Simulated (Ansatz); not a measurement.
Species: C₂HCl₂F, charge 0, singlet. C2HCl2F (SMILES FC=C(Cl)Cl).
B3LYP-D3(BJ)/def2-TZVP minimum from Ansatz (an electronic-structure program):
```
C
C 1 1.3268
F 2 1.3360 1 121.73
H 2 1.0798 1 123.84 3 180.00
Cl 1 1.7173 2 122.83 4 180.00
Cl 1 1.7261 2 120.20 4 0.00
```
Charge 0, spin multiplicity 1.

Wanted: atomisation energy (electronic, to ground-state atoms), in kJ/mol. Radicals and triplets start from unrestricted determinants; spin-orbit coupling is neglected. CBS(X,Y): correlation extrapolated as X^-3, Hartree-Fock from the larger set. A bracket is a step between two methods taken in the basis named. Functionals run without relativity, which enters their misses. Double hybrids freeze cores in their MP2 part. 'core' is core correlation in cc-pwCVTZ (1s frozen past Ne), 'X2C' scalar relativity in cc-pVTZ-DK, both at CCSD(T). For partners of very few electrons the exact lower level stands in for a higher one. The restricted determinant of C2HCl2F (FC=C(Cl)Cl, singlet) is unstable towards broken spin symmetry in at least one set run.

CCSD(T)/CBS(cc-pV(T+d)Z,cc-pV(Q+d)Z) + [CCSDT(Q) - CCSD(T)]/cc-pV(D+d)Z + core + X2C (Ansatz) gives 2197.3 kJ/mol.

Problem. How far off this value is PBE/def2-TZVPD (Ansatz), in which direction, and which of these levels come nearer: r2SCAN/def2-TZVPD, B3LYP/def2-TZVPD, wB97M-V/def2-TZVPD, B2PLYP/def2-TZVPD, CCSD(T)/CBS(cc-pV(T+d)Z,cc-pV(Q+d)Z) + core + X2C?

Solution. PBE gives 2309.4 kJ/mol, 112.1 kJ/mol above it. Differences of the others: r2SCAN/def2-TZVPD (Ansatz) 19.1; B3LYP/def2-TZVPD (Ansatz) -45.5; wB97M-V/def2-TZVPD (Ansatz) 6.2; B2PLYP/def2-TZVPD (Ansatz) -39.4; CCSD(T)/CBS(cc-pV(T+d)Z,cc-pV(Q+d)Z) + core + X2C (Ansatz) -3.4 kJ/mol. Nearer than PBE: r2SCAN/def2-TZVPD, B3LYP/def2-TZVPD, wB97M-V/def2-TZVPD, B2PLYP/def2-TZVPD, CCSD(T)/CBS(cc-pV(T+d)Z,cc-pV(Q+d)Z) + core + X2C.
